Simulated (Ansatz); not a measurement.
Compare A (`C[SiH2]CC=O`) with its isomer B (`CC(C)O[SiH]`).

Gas-phase electronic energies from Ansatz, PBE0-D4/def2-TZVP geometries. CCSD(T)/CBS is the MP2 limit (def2-TZVPP, def2-QZVPP) plus CCSD(T) − MP2 in def2-TZVPP, frozen cores. DFT in def2-TZVPP. One conformer a species, not always the lowest.

A:

Z-matrix (Å, degrees):
```
C
Si 1 1.866
H 1 1.091 2 110.2
H 1 1.092 2 110.6 3 -120.1
H 1 1.093 2 111.0 3 120.2
C 2 1.892 1 112.1 3 -63.1
H 2 1.491 1 110.0 3 178.7
H 2 1.486 1 111.5 3 59.3
C 6 1.496 2 114.0 1 63.4
H 6 1.098 2 110.9 1 -58.6
H 6 1.098 2 111.0 1 -174.1
O 9 1.202 6 124.3 2 -3.5
H 9 1.112 6 115.9 2 176.7
```

B:

Z-matrix (Å, degrees):
```
C
C 1 1.513
H 1 1.092 2 110.5
H 1 1.092 2 110.7 3 120.1
H 1 1.093 2 110.2 3 -120.0
C 2 1.513 1 112.7 3 59.5
O 2 1.427 1 108.5 3 179.6
H 2 1.101 1 109.2 3 -62.1
H 6 1.093 2 110.2 1 60.6
H 6 1.092 2 110.7 1 -179.6
H 6 1.092 2 110.5 1 -59.4
Si 7 1.647 2 122.5 1 118.8
H 12 1.533 7 94.3 2 180.0
```

(1) Which is lower in electronic energy at CCSD(T)/CBS, and by how much? (Estimate.)

(2) Give E(B) − E(A) in kcal/mol with CCSD(T)/def2-TZVPP, PBE0-D4, B2PLYP, CCSD/def2-TZVPP, LDA (SPW92), ωB97M-V, BLYP-D4. (Best estimate.)

(3) Does the order hold for the free energy at 298.15 K (harmonic terms from PBE0-D4)? (Estimate.)

Largest T1 diagnostic: 0.014.

Answers

(1) Ansatz gave: A, by 7.0 kcal/mol.

(2) The calculation gave: CCSD(T)/def2-TZVPP 7.1, PBE0-D4 9.3, B2PLYP 8.4, CCSD/def2-TZVPP 6.7, LDA (SPW92) 4.7, ωB97M-V 6.9, BLYP-D4 7.7. None reverses the order clearly.

(3) Ansatz gave: Yes: G(B) − G(A) = +11.7 kcal/mol, for one conformer each. Modes under 60 cm⁻¹, often nearly free rotors, make the harmonic entropy too high.

Leaving LDA and LC-ωPBE aside and taking each functional with its dispersion term where it has one, the values, not all of them listed here, spread over 4.4 kcal/mol, from ωB97M-V to r2SCAN-D4. LDA lies −4.7 kcal/mol from PBE without D4. In def2-TZVPP, CCSD(T) changes the Hartree–Fock value by −3.2 kcal/mol (the triples alone add +0.4 kcal/mol) and MP2 by −1.5 kcal/mol.
